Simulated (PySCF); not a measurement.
B(F)(H)(iPr) (C₃H₈BF), SMILES CC(C)BF. Atoms are numbered in the order given.

```xyz
13

B      0.4795    -0.5681     0.9132
F      0.2176     0.1607     1.9934
H      0.9237    -1.6787     1.1104
C      0.2677     0.0226    -0.5239
C     -0.5614     1.3123    -0.5704
C     -0.2300    -1.0362    -1.5230
H      1.3148     0.2721    -0.8150
H     -0.5750     1.7456    -1.5841
H     -1.6083     1.1176    -0.2830
H     -0.1702     2.0758     0.1193
H      0.3927    -1.9444    -1.5020
H     -0.2253    -0.6472    -2.5545
H     -1.2657    -1.3398    -1.2946
```
Charge 0, spin multiplicity 1.

Geometry optimised at B3LYP-D3(BJ)/def2-SVP. This is a generated structure with no PubChem entry under its InChIKey; it may be hypothetical. Other conformers were not sampled.

Calculation: PBE/pcSseg-1 run with PySCF.

GIAO shieldings, no solvent; atoms listed in one row are averaged. δ = σ(ref) − σ: ¹¹B against BF3 (σ = 83.9 ppm); ¹⁹F against CFCl3 (σ = 133.6 ppm); ¹H against TMS (σ = 31.49 ppm); ¹³C against TMS (σ = 182.0 ppm), references at their B3LYP-D3(BJ)/def2-TZVP geometries, non-relativistic.

Question: Estimate the chemical shifts. (An estimate is asked for; the answer gives what the named calculation found.)

Answer: 
| nucleus | atoms | count | δ (ppm) |
|---|---|---|---|
| ¹¹B | B1 | 1 | 46.3 |
| ¹⁹F | F2 | 1 | -15.4 |
| ¹H | H3 | 1 | 5.91 |
| ¹H | H11, H12, H13 | 3 | 1.48 |
| ¹H | H8, H9, H10 | 3 | 1.33 |
| ¹H | H7 | 1 | 1.19 |
| ¹³C | C4 | 1 | 31.9 |
| ¹³C | C6 | 1 | 20.3 |
| ¹³C | C5 | 1 | 18.0 |
